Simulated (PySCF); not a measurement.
# Checking a proposed structure

A compound C$_{4}$H$_{10}$OSi$_{2}$ gives the data below (simulated from a calculation) and was assigned the structure `C=CO/C([SiH3])=C\[SiH3]`.

$^{13}$C{$^{1}$H} NMR (computed): δ 169.6 (C), 145.4 (CH2), 139.4 (CH), 108.5 (CH2).

$^{1}$H NMR (300 MHz, computed): δ 6.53 (m, 1H), 6.52 (m, 1H), 6.31 (m, 1H), 5.06 (br s, 1H), 4.97 (s, 3H), 4.84 (br s, 1H), 4.56 (d, 2H).

- geometry: GFN2-xTB
- GIAO PBE0/pcSseg-1 shieldings
- run in PySCF 2.14
- a single conformation, relativity neglected, no solvent model, rapidly exchanging positions averaged

References, each an isolated molecule treated in the same way: $^{1}$H and $^{13}$C against TMS.

Problem. Compare with the shifts computed for the proposed structure, pairing carbons in order of shift.

Solution. Atoms are numbered as in `[CH2:1]=[CH:2][O:3]/[C:4]([SiH3:5])=[CH:6]\[SiH3:7]`. Each H is labelled by its parent atom.

```json
{"atom": "C4", "computed for proposal": "174.2", "given list": "169.6", "difference": "+4.6"}
{"atom": "C2", "computed for proposal": "155.8", "given list": "145.4", "difference": "+10.4"}
{"atom": "C6", "computed for proposal": "122.0", "given list": "139.4", "difference": "-17.4"}
{"atom": "C1", "computed for proposal": "97.4", "given list": "108.5", "difference": "-11.1"}
```

The rms difference is 11.8 ppm and the largest -17.4 ppm at C6 (β carbon of an enol-ether or enamine type C=C). The carbon types in order of shift don't match either: C, CH, CH, CH2 for the proposal against C, CH2, CH, CH2 in the data. The proposal doesn't fit.

Problem. Which isomer fits?

Solution. SMILES C([SiH2]C=C)(=C)O[SiH3].

1. Carbon types of the structure: 1 × C, 1 × CH, 2 × CH2, leaving 5 H on heteroatoms.
2. δC 169.6: alkene carbon bearing oxygen; an sp2 carbon further deshielded by the attached heteroatom.
3. δC 145.4: terminal =CH2 carbon; an sp2 carbon of a C=C bond.
4. δC 139.4: alkene CH; as expected for a trigonal carbon in a double bond.
5. δC 108.5: β carbon of an enol-ether or enamine type C=C; the O or N lone pair pushes π density onto this β carbon and shields it.

Other isomers checked: O=CC/C=C\[SiH2][SiH3] (rms 31.5 ppm).

This is the structure that produced the data.

Shifts are as computed. Against solution values, carbons near 30 ppm lie about +3 ppm off and those near 130 ppm about +5 ppm. Of 1211 compounds with measured shifts, 218 miss one by over three times the rms of a fit or turn the order of signals round; such compounds aren't used in these exercises. Multiplicities follow the n + 1 count of equivalent neighbours, as no J values were calculated; m marks all less simple cases, F and P coupling included.
